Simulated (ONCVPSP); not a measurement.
# How hard is this nickel (Ni) ONCV potential?

- Element: Ni (Z = 28)
- Generator: ONCVPSP 4.0.1
- Type: optimised norm-conserving Vanderbilt (ONCV)
- Functional: PBE
- Relativity: non-relativistic
- Frozen core: [Ne]
- Valence charge: 18
- Reference configuration: 3s2 3p6 3d8 (charge +2)
- Partial waves: 3s: rc 1.05 bohr, ncon 5, nbas 8, qcut 10.2 1/bohr, 3 projectors, debl 3.2 Ha; 3p: rc 0.85 bohr, ncon 4, nbas 7, qcut 11 1/bohr, 1 projector; 3d: rc 1.45 bohr, ncon 4, nbas 8, qcut 9.8 1/bohr, 1 projector
- Local potential: polynomial inside 0.75 bohr (lpopt 5, dvloc0 0 Ha)
- Core correction: Teter function, fcfact 2.5, rcfact 1.65

In the s channel the program set the typed energies aside and used -4.689, 0.250, 3.450 Ha.

**Question.** For each optimised wave give the share of its norm inside rc, the residual kinetic energy above qcut (Ha) and the cutoffs (Ha) for errors of 10, 1, 0.1 and 0.01 mHa per electron.

**Answer.**

| wave | norm inside rc | residual KE | 10 mHa | 1 mHa | 0.1 mHa | 0.01 mHa |
| --- | --- | --- | --- | --- | --- | --- |
| 3s | 0.861 | 9.1e-04 | 40.2 | 52.0 | 137.1 | 162.0 |
| s projector 2 | 0.022 | 1.4e-04 | 27.2 | 42.1 | 54.2 | 134.1 |
| s projector 3 | 0.024 | 3.1e-04 | 31.9 | 46.3 | 59.3 | 105.8 |
| 3p | 0.640 | 3.8e-04 | 30.0 | 38.8 | 162.8 | 207.6 |
| 3d | 0.843 | 9.2e-05 | 36.7 | 42.5 | 48.9 | 112.1 |

The occupied waves need 52 Ha and 163 Ha for 1 and 0.1 mHa.
